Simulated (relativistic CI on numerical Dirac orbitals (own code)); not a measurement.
## Calculated levels, Tl³¹⁺

Computed by Dirac-Coulomb-Breit CI, KLI orbitals optimised for each configuration, QED by a radiative potential, unscaled Slater integrals (own radial code, finite nucleus).

CI space (outside the closed core [Ar] 3d10 4p6): 4s2 4d10 4f4, 4s2 4d10 4f3 5s, 4s2 4d10 4f3 5p, 4s2 4d10 4f2 5s2, 4s2 4d10 4f2 5s 5p, 4s2 4d10 4f3 5d, 4s2 4d10 4f2 5p2, 4s2 4d10 4f2 5s 5d, 4s 4d10 4f5, 4s2 4d9 4f3 5s2, 4s2 4d10 4f3 5f, 4s2 4d10 4f3 6s, 4s2 4d10 4f3 6p. Levels of other configurations are missing.

The lowest level is 4s2 4d10 4f4 5I_4, with 70 % of that term; Hund's rules for 4s2 4d10 4f4 give 5I with J = 4, in agreement.

```
No.  Configuration  Term  J   E (eV)   %  Lifetime (s)  jj configuration (%)
  1   4s2 4d10 4f4    5I  4   0.0000  70                        4f5/2^4 (72)
  2   4s2 4d10 4f4    5I  5   3.7699  86      7.11e-04    4f5/2^3 4f7/2 (84)
  3   4s2 4d10 4f4    3F  2   5.5507  27      1.66e+01          4f5/2^4 (89)
  4   4s2 4d10 4f4    5I  6   6.4226  75      1.84e-03    4f5/2^3 4f7/2 (53)
  5   4s2 4d10 4f4    3G  4   7.8744  27      4.39e-04    4f5/2^3 4f7/2 (68)
  6   4s2 4d10 4f4    5F  1   8.0463  73      3.47e-03    4f5/2^3 4f7/2 (93)
  7   4s2 4d10 4f4    5I  7   8.0502  47      1.13e-02    4f5/2^3 4f7/2 (62)
  8   4s2 4d10 4f4    3K  8   9.1653  34      6.95e-02    4f5/2^3 4f7/2 (73)
  9   4s2 4d10 4f4    5F  3   9.2742  50      1.52e-03    4f5/2^3 4f7/2 (91)
 10   4s2 4d10 4f4    5G  2   9.7867  51      1.96e-03    4f5/2^3 4f7/2 (88)
 11   4s2 4d10 4f4    5G  3  10.2538  50      6.36e-04    4f5/2^3 4f7/2 (94)
 12   4s2 4d10 4f4    5S  2  10.4420  45      2.49e-03    4f5/2^3 4f7/2 (75)
 13   4s2 4d10 4f4    3K  6  11.4207  70      2.68e-04  4f5/2^2 4f7/2^2 (66)
 14   4s2 4d10 4f4    3G  5  11.8361  31      7.95e-04    4f5/2^3 4f7/2 (63)
 15   4s2 4d10 4f4    3L  7  12.2918  50      4.17e-04  4f5/2^2 4f7/2^2 (50)
 16   4s2 4d10 4f4    5F  4  12.9413  63      5.21e-04  4f5/2^2 4f7/2^2 (67)
 17   4s2 4d10 4f4    3M  8  13.2395  41      6.41e-04  4f5/2^2 4f7/2^2 (52)
 18   4s2 4d10 4f4    5D  0  14.1600  50      2.73e-01          4f5/2^4 (80)
 19   4s2 4d10 4f4    5G  4  14.7821  59      2.16e-04  4f5/2^2 4f7/2^2 (81)
 20   4s2 4d10 4f4    5F  2  15.0710  37      2.72e-04  4f5/2^2 4f7/2^2 (86)
 21   4s2 4d10 4f4    3G  3  15.2287  49      3.04e-04  4f5/2^2 4f7/2^2 (92)
 22   4s2 4d10 4f4    5F  5  15.6573  47      6.63e-04  4f5/2^2 4f7/2^2 (57)
 23   4s2 4d10 4f4    3P  1  16.1074  58      3.52e-04  4f5/2^2 4f7/2^2 (91)
 24   4s2 4d10 4f4    3F  2  16.1417  33      3.58e-04  4f5/2^2 4f7/2^2 (75)
 25   4s2 4d10 4f4    3I  5  16.2333  48      3.39e-04  4f5/2^2 4f7/2^2 (60)
 26   4s2 4d10 4f4    3L  8  16.6402  66      8.82e-04  4f5/2^2 4f7/2^2 (93)
 27   4s2 4d10 4f4    3M  9  16.7063  65      5.98e-04  4f5/2^2 4f7/2^2 (99)
 28   4s2 4d10 4f4    3F  4  16.7556  40      5.44e-04  4f5/2^2 4f7/2^2 (56)
 29   4s2 4d10 4f4    5D  1  17.0895  77      1.48e-03    4f5/2^3 4f7/2 (87)
 30   4s2 4d10 4f4    3D  3  17.1320  40      7.46e-04  4f5/2^2 4f7/2^2 (79)
```

Energies count from the lowest computed level; lifetimes are radiative, by E1, M1, E2, M2 decay to levels of this space only. Filled j subshells are mostly left out of the jj labels.

The mean weight of the leading LS term, summed over parents, in these 30 levels is 52 %, and that of the leading jj configuration (from the same eigenvectors) 76 %, so jj coupling describes them better and the LS labels are nominal.

At this charge energies of transitions that change n are usually good to better than 1 %, and those within a shell (Δn = 0) to a few per cent. Terms inside the open d or f shell come out 10 to 20 % too wide with unscaled integrals.

LS names give the leading component of a level, which can be under half, so a name can repeat, a term be missing and a line seem to break the LS rules.
